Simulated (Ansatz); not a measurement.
Geometry optimisation, Ansatz 0.2.0, RKS PBE0-D4/def2-SVP.

input.yaml

```yaml
crystal:
  periodic: [false, false, false]
  atoms:
    - { symbol: W, position_ang: [0.63225, 0.199137, -0.337006] }
    - { symbol: F, position_ang: [0.744754, 0.14767, 2.725463] }
    - { symbol: F, position_ang: [1.586752, -1.350353, -0.80123] }
    - { symbol: H, position_ang: [-0.926747, 0.540287, -0.841877] }
    - { symbol: H, position_ang: [-0.513993, 0.574284, 0.822373] }
    - { symbol: H, position_ang: [-0.476807, -0.972076, 0.051708] }
    - { symbol: H, position_ang: [0.395013, 0.945543, -1.825187] }
    - { symbol: O, position_ang: [1.58986, 1.440357, 0.729769] }
    - { symbol: H, position_ang: [1.518011, 1.573301, 1.684727] }
    - { symbol: H, position_ang: [0.132807, 0.42955, 2.073963] }
basis:
  gaussian: { orbitals: def2-SVP }
hamiltonian:
  xc: pbe0
  dispersion: d4
relax:
  f_tol: 0.03
  max_steps: 50
output:
  orbitals: {}
```

Launched with:

```bash
$ ansatz run input.yaml --threads 2 --pin off --max-ram 3072MiB --backend cpu --events-out ev --progress --plain --runs-dir out
```

Question: Where does it end, and by what steps?

Answer: The run converged. After 16 steps the energy has fallen by 0.228 eV; F2 moved furthest, 0.91 Å.

```csv
step,energy less start (eV),largest force component (eV/Å),accepted
0,0.0000,1.111,yes
1,-0.1042,0.883,yes
2,-0.1377,0.509,yes
3,-0.1564,0.285,yes
4,-0.1580,0.681,yes
5,-0.1909,0.294,yes
6,-0.1907,0.606,no
7,-0.2079,0.121,yes
8,-0.2172,0.103,yes
9,-0.2215,0.246,yes
10,-0.2248,0.213,yes
11,-0.2268,0.101,yes
12,-0.2269,0.082,yes
13,-0.2275,0.046,yes
14,-0.2277,0.061,yes
15,-0.2278,0.032,yes
16,-0.2279,0.014,yes
```

```xyz
10
Properties=species:S:1:pos:R:3
W 0.691 0.118 -0.479
F 0.507 0.968 3.046
F 1.624 -1.278 -1.309
H -0.923 0.534 -0.711
H -0.306 0.159 0.880
H -0.398 -1.129 -0.247
H 0.284 1.218 -1.689
O 1.723 1.116 0.698
H 1.573 1.239 1.655
H -0.094 0.583 2.440
```

The run took 66 s on 2 threads of Intel(R) Xeon(R) Platinum 8488C (Sapphire Rapids), on a shared host, peak memory 0.24 GiB.
